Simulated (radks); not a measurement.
Task: The neon ion Ne+, configuration [He] 2s2 2p5 (the NIST ground configuration). Method: non-relativistic Kohn-Sham, PBE, spin-polarised, spherical densities, point nucleus; open shells are filled with parallel spins first; computed with a radial shooting solver on a logarithmic mesh with Libxc functionals. Some entries of the table are withheld. Estimate them.

| orbital | occ. | eigenvalue (hartree) | <r^2> (bohr^2) |
|---|---|---|---|
| 1s up | 1 | (1) | (2) |
| 1s down | 1 | (3) | (4) |
| 2s up | 1 | -2.07368 | 0.8967 |
| 2s down | 1 | -2.00014 | 0.9144 |
| 2p up | 3 | -1.22073 | 0.9915 |
| 2p down | 2 | -1.14631 | 1.036 |

Result: 
(1) 1s up eigenvalue (hartree): -31.33215
(2) 1s up <r^2> (bohr^2): 0.03378
(3) 1s down eigenvalue (hartree): -31.29979
(4) 1s down <r^2> (bohr^2): 0.03371
